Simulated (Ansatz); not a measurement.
`C=COC(C)=O` and `CC(=O)O[SiH2]F` differ in one atom or group.

Ansatz, PBE0-D4/def2-TZVP geometries, multiplicity 1. Each molecule was computed in one conformer, which needn't be the lowest.

```json
{"property": "HOMO–LUMO gap (ωB97M-V/def2-TZVPP) / eV", "`C=COC(C)=O`": "11.41"}
{"property": "size of the dipole moment (B3LYP/def2-TZVPP) / D", "`C=COC(C)=O`": "1.82"}
{"property": "LUMO energy (PBE/def2-TZVPP) / eV", "`C=COC(C)=O`": "-1.47"}
{"property": "HOMO–LUMO gap (PBE0/def2-TZVPP) / eV", "`C=COC(C)=O`": "6.98"}
{"property": "HOMO–LUMO gap (PBE/def2-TZVPP) / eV", "`C=COC(C)=O`": "4.74"}
{"property": "HOMO energy (B3LYP/def2-TZVPP) / eV", "`C=COC(C)=O`": "-7.15"}
```

Question: What does the change do to each property? (Estimate.)

Answer: Computed: 
| property | `CC(=O)O[SiH2]F` | shift |
| --- | --- | --- |
| HOMO–LUMO gap (ωB97M-V/def2-TZVPP) / eV | 13.01 | 1.60 |
| size of the dipole moment (B3LYP/def2-TZVPP) / D | 1.86 | 0.04 |
| LUMO energy (PBE/def2-TZVPP) / eV | -1.44 | 0.03 |
| HOMO–LUMO gap (PBE0/def2-TZVPP) / eV | 8.26 | 1.28 |
| HOMO–LUMO gap (PBE/def2-TZVPP) / eV | 5.43 | 0.69 |
| HOMO energy (B3LYP/def2-TZVPP) / eV | -8.30 | -1.15 |

With PBE0 the HOMO falls by 1.18 eV and the LUMO rises by 0.10 eV, so the gap widens by about 1.28 eV. PBE moves the HOMO by -0.65 eV and ωB97M-V by -1.39 eV. The zero-point energy changes by -57.5 kJ/mol with -3 modes. Dipoles are sizes alone; their direction can turn.

B3LYP here is the variant with VWN-RPA as its local correlation; programs differ in this.
